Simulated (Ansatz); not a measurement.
Total energies of (BeO)6 prism (Be6O6) from Ansatz at r2SCAN0-D4/def2-TZVP, gas phase (1 Eh = 27.2114 eV = 2625.5 kJ/mol). The reference geometry is relaxed at PBE-D4/def2-SVP.

```
                 state   geometry  energy (Eh)
      charge 0 singlet  reference   -540.47863
      charge 1 doublet  reference   -540.09368
free Be atom (singlet)          –    -14.64974
 free O atom (triplet)          –    -75.05636
```

(1) Work out the vertical ionisation energy to the doublet.

(2) What is the binding energy per atom against free atoms?

(1) E(charge 1 doublet) − E(charge 0 singlet) = -540.09368 − (-540.47863) = 0.38495 Eh = 10.48 eV. For comparison, −ε of the highest occupied level is 8.64 eV at this level, 1.84 eV less.

(2) Atoms: 6 × (-14.64974) + 6 × (-75.05636) = -538.23660 Eh. Binding: -538.23660 − (-540.47863) = 2.24203 Eh = 61.01 eV, or 5.08 eV for each of 12 atoms (no zero-point energy, no counterpoise term).
